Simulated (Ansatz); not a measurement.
# From C to Sn: the HOMO–LUMO gap

Gas-phase molecules, one atom swapped for its congeners: C2H3F3 (1,1,1-trifluoroethane) `CC(F)(F)F`; SiH3(CF3); GeH3(CF3) (trifluoromethylgermane); SnH3(CF3). All are singlets with charge 0.

Shapes, held fixed at every level: PBE0-D4/def2-TZVP. Programs: Ansatz 0.2.0. Values in eV.

```tsv
level	C2H3F3	SiH3(CF3)	GeH3(CF3)	SnH3(CF3)
PBE-D4/def2-TZVPP	9.75	7.31	7.47	6.42
r2SCAN-D4/def2-TZVPP	11.14	8.07	8.13	7.08
B3LYP-D4/def2-TZVPP	11.73	9.26	9.31	8.10
BHLYP-D4/def2-TZVPP	14.65	12.04	12.04	10.58
PBE0-D4/def2-TZVPP	12.35	9.70	9.79	8.57
r2SCAN0-D4/def2-TZVPP	13.32	10.21	10.22	9.02
wB97M-V/def2-TZVPP	16.15	13.65	13.82	12.19
```

At wB97M-V/def2-TZVPP the HOMO–LUMO gap isn't monotonic: it is largest for C and smallest for Sn (16.15 and 12.19 eV). Every level shows the same order. For atoms past krypton def2 sets carry core potentials with scalar relativity. Relativity is left out for Ge. Orbital gaps aren't excitation energies, and the LUMO depends on the basis.
